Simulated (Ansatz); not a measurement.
System: SiN2H5, net charge 0, doublet state. SMILES: N[SiH]N
Coordinates optimised at B3LYP-D3(BJ)/def2-TZVP (Ansatz, a first-principles code):
```
Si
N 1 1.7175
H 2 1.0053 1 122.63
H 2 1.0091 3 113.01 1 165.92
N 1 1.7264 2 106.03 3 -156.65
H 5 1.0085 1 120.10 2 -157.18
H 5 1.0087 6 111.48 1 149.20
H 1 1.5016 2 116.64 3 88.94
```
Charge 0, spin multiplicity 2.

Wanted: size of the dipole moment, in D. Set-up: six Cartesian d functions in 6-31G* and its kin unless marked 5d; UHF or UKS for open shells; 6-311+G** with 5d, 6d on Na to Ar in Ansatz; LANL2DZ with its own core potentials from Na on; no dispersion term unless named; non-relativistic; no spin-orbit coupling. Ab initio and DFT rows: single points at B3LYP-D3(BJ) geometries (Ansatz).

```json
[
 {"level": "B3LYP/STO-3G", "program": "Ansatz", "size of the dipole moment (D)": "0.71"},
 {"level": "B3LYP/3-21G", "program": "Ansatz", "size of the dipole moment (D)": "1.30"},
 {"level": "B3LYP/LANL2DZ", "program": "Ansatz", "size of the dipole moment (D)": "0.82"},
 {"level": "B3LYP/6-31G", "program": "Ansatz", "size of the dipole moment (D)": "1.00"},
 {"level": "B3LYP/6-31G*", "program": "Ansatz", "size of the dipole moment (D)": "1.23"},
 {"level": "B3LYP/6-31+G*", "program": "Ansatz", "size of the dipole moment (D)": "0.97"},
 {"level": "B3LYP/6-31G**", "program": "Ansatz", "size of the dipole moment (D)": "1.22"},
 {"level": "B3LYP/def2-SVP", "program": "Ansatz", "size of the dipole moment (D)": "1.25"},
 {"level": "B3LYP/cc-pVDZ", "program": "Ansatz", "size of the dipole moment (D)": "1.29"},
 {"level": "B3LYP/6-311+G**", "program": "Ansatz", "size of the dipole moment (D)": "0.94"}
]
```

No value to compare with is used here. The 10 habitual levels span 0.71 (B3LYP/STO-3G) to 1.30 D (B3LYP/3-21G).

The sets are all those run for this method; left out are runs that failed, that the program found above a lower state of the same kind, or whose <S^2> lies over 0.5 above the pure value.
